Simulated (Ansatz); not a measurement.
Gas-phase electronic energies from Ansatz, PBE0-D4/def2-TZVP geometries. CCSD(T)/CBS is the MP2 limit (def2-TZVPP, def2-QZVPP) plus CCSD(T) − MP2 in def2-TZVPP, frozen cores. This one scheme is used for every species. DFT in def2-TZVPP. B3LYP here is the variant with VWN-RPA as its local correlation; programs differ in this.

Reaction (ligand exchange at a B–F bond): `FB1C=C1` + HCl → `ClB1C=C1` + H–F

CCSD(T)/CBS gives +27.8 kJ/mol.

Problem. Another level gave +34.3 kJ/mol. Which?
A. PBE0-D4/def2-TZVPP
B. B3LYP/def2-TZVPP
C. ωB97M-V/def2-TZVPP
D. MP2/def2-TZVPP

Solution. C. ωB97M-V 34.3, PBE0-D4 28.0, B3LYP 40.2, MP2/def2-TZVPP 23.1 kJ/mol.

Largest T1 diagnostic among the species: 0.012.

In def2-TZVPP, CCSD(T) changes the Hartree–Fock value by −14.0 kJ/mol (the triples alone add −2.7 kJ/mol) and MP2 by −22.2 kJ/mol. Leaving LDA and LC-ωPBE aside and taking each functional with its dispersion term where it has one, the values, not all of them listed here, spread over 14.3 kJ/mol, from revPBE-D4 to CAM-B3LYP-D4. At CCSD(T), def2-SVP lies +14.7 kJ/mol from the extrapolated value and def2-TZVPP +3.5 kJ/mol.
